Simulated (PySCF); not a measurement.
Ge(vinyl)(OiPr)3, C11H24GeO3.
Structure used (PBE0-D3(BJ)/def2-SVP), in Å, numbered top down from 1:
```
atom  x, y, z in Å
Ge1    0.185   -0.251    0.865
C2     0.566   -0.046    2.736
C3     1.816   -0.156    3.193
H4    -0.260    0.161    3.427
H5     2.649   -0.365    2.513
H6     2.055   -0.045    4.256
O7     1.748   -0.490    0.080
C8     1.860   -1.116   -1.193
C9     3.267   -1.669   -1.297
C10    1.533   -0.132   -2.303
H11    1.141   -1.954   -1.242
H12    4.002   -0.850   -1.233
H13    3.415   -2.196   -2.251
H14    3.464   -2.372   -0.474
H15    0.513    0.262   -2.189
H16    2.232    0.719   -2.279
H17    1.607   -0.616   -3.290
O18   -0.711    1.145    0.225
C19   -0.381    2.472    0.602
C20   -1.617    3.323    0.391
C21    0.818    2.971   -0.189
H22   -0.118    2.496    1.680
H23   -1.904    3.313   -0.672
H24   -1.438    4.366    0.694
H25   -2.460    2.926    0.975
H26    1.693    2.325   -0.022
H27    0.591    2.963   -1.266
H28    1.084    3.998    0.105
O29   -0.804   -1.637    0.411
C30   -2.209   -1.569    0.206
C31   -2.783   -2.921    0.583
C32   -2.506   -1.178   -1.230
H33   -2.648   -0.798    0.870
H34   -2.347   -3.705   -0.056
H35   -3.876   -2.937    0.458
H36   -2.544   -3.163    1.628
H37   -2.102   -0.177   -1.439
H38   -2.045   -1.902   -1.921
H39   -3.591   -1.161   -1.419
```

The calculation used PBE0-D3(BJ)/def2-SVP geometry optimisation, gas phase (PySCF).

Take the most abundant isotopes and a rigid rotor. The values belong to one conformer.

(1) What are A, B and C (GHz)?

(2) Classify the top.

(3) Is it planar, by Δ = Ic − Ia − Ib?

(4) Give the other two planar moments, Paa and Pbb, and the rms extents of the mass along the axes.

(5) Which lines would a microwave search look for?

(6) Estimate the classical rotational partition function at 10 K, 25 K and 50 K.

Results:

(1) Ia = 1132.62, Ib = 1175.52, Ic = 1439.57 u·Å²; 505379 MHz·u·Å²/I gives 446.2, 429.9 and 351.1 MHz, that is A = 0.4462, B = 0.4299, C = 0.3511 GHz.

(2) An asymmetric top: κ = (2 × 429.9 − 446.2 − 351.1)/(446.2 − 351.1) = 0.66.

(3) Not planar: Δ = Ic − Ia − Ib = -868.57 u·Å². For a rigid frame Δ = −2 Σ m c², so Σ m c² = 434.29 u·Å² lies off the ab plane: 83.32 from hydrogen and 350.97 from heavier atoms. The atom farthest from that plane is 4.11 Å away.

(4) Paa = Σ m a² = (Ib + Ic − Ia)/2 = 741.24 and Pbb = Σ m b² = (Ia + Ic − Ib)/2 = 698.34 u·Å². With the mass M = 278.09 u, the rms extents √(P/M) along a, b and c are 1.63, 1.58, 1.25 Å.

(5) The dipole components are |μa| = 0.54 D, |μb| = 1.05 D, |μc| = 0.66 D. The squared components, which scale the intensities, stand as 0.26 : 1.00 : 0.40 (a : b : c). Some lines, for components of 0.1 D or more:

```csv
type,branch,"J(Ka,Kc)",MHz,lower level (cm⁻¹)
b,Q,"3(2,2) ← 3(1,3)",436,0.149
b,Q,"4(1,3) ← 4(0,4)",604,0.246
b,Q,"4(2,3) ← 4(1,4)",605,0.246
a,R,"1(0,1) ← 0(0,0)",781,0.000
c,R,"1(1,0) ← 0(0,0)",876,0.000
a,R,"2(1,2) ← 1(1,1)",1483,0.027
a,R,"3(1,3) ← 2(1,2)",2192,0.076
b,R,"3(1,3) ← 2(0,2)",2194,0.076
a,R,"3(2,1) ← 2(2,0)",2492,0.088
b,R,"3(3,1) ← 2(2,0)",2589,0.088
b,R,"3(2,1) ← 2(1,2)",2842,0.076
a,R,"4(1,4) ← 3(1,3)",2895,0.149
b,R,"4(1,3) ← 3(2,2)",3063,0.164
a,R,"4(1,3) ← 3(1,2)",3074,0.163
a,R,"4(2,2) ← 3(2,1)",3261,0.171
b,R,"4(3,2) ← 3(2,1)",3293,0.171
a,R,"4(3,1) ← 3(3,0)",3332,0.176
c,R,"4(2,3) ← 3(1,3)",3500,0.149
c,R,"4(4,0) ← 3(3,0)",3525,0.176
```

(6) Point group C1, symmetry number σ = 1; q = (√π/σ)·√((kT/h)³/(ABC)), k/h = 20836.6 MHz/K: 20500 at 10 K, 81200 at 25 K, 230000 at 50 K.

Stationary, but not proved a minimum. No vibrational averaging or centrifugal distortion is included, and the geometry carries the error of its method. A rigid rotor knows nothing of internal rotation, which can split or shift real lines.

The run took 16 min wall, 35 min CPU on an Intel Xeon Platinum 8259CL at 2.50 GHz with 2 threads (shared host), and the process peaked at 3.7 GiB of memory. That covers the optimisation of the geometry.
